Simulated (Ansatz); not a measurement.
The cluster CuBr2⁻. Charge -1, multiplicity 1. Geometry PBE-D4/def2-TZVPD; atoms count from 1.

Cartesian coordinates in Å:
```
Cu -1.763 -1.347 -1.210
Br 1.963 1.500 1.347
Br -0.200 -0.153 -0.137
```

No other spin state of charge -1 was run. Another isomer (singlet) lies 3.04 eV lower at PBE0-D4/def2-TZVPD; other spin states weren't run for this one.

(1) Estimate the Mulliken populations from the PBE0/def2-TZVPD orbitals of Ansatz.

(2) And the Mayer bond orders between bonded heavy atoms (over 0.3)?

Answers

(1) 
```tsv
atom	charge (e)	d electrons
Cu1	-0.14	9.91
Br2	-0.78	–
Br3	-0.08	–
```
Mulliken values and Mayer orders depend strongly on the basis. With diffuse functions, as here, like atoms can get unlike values, and bond orders can come out too low or too high.

(2) Cu1–Br3 1.08 (2.24 Å).
